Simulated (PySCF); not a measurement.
## Worked example: oscillator strength and radiative lifetime

Mo(O)(NMe)(SH)2 (CH₅MoNOS₂), SMILES C[N]=[Mo](=[O])([SH])[SH], multiplicity 1.

The structure is a stationary point at PBE0-D3(BJ)/def2-SVP. The spin state was assumed, not searched. The def2 effective core potentials stand for the cores of Mo; spin–orbit coupling is left out. One conformer was computed; it need not be the lowest.

TDA-PBE/def2-SVPD (PySCF) puts the first singlet state with f over 0.02 at 3.74 eV (vertical), with the transition dipole (0.000, 0.000, -0.932) in atomic units.

Q: Find the oscillator strength, the wavelength and the radiative lifetime that this transition would have in vacuum if emission retraced absorption.

A: 
|μ|² = 0.8686 au, so |μ| = 2.37 D. ΔE = 3.74/27.211 = 0.1374 hartree. f = (2/3) ΔE |μ|² = 0.080 (the program prints 0.079).
λ = 1239.84/3.74 = 332 nm; ν = 30165 cm⁻¹.
Einstein's coefficient A = 0.6670 ν² f s⁻¹ (ν in cm⁻¹) = 4.8e7 s⁻¹, so τ = 1/A = 21 ns. This state is S2; the lower singlet has f = 0.002. The figure is the radiative limit of this one transition; relaxation, internal conversion, crossing to triplets and a medium change what is measured.
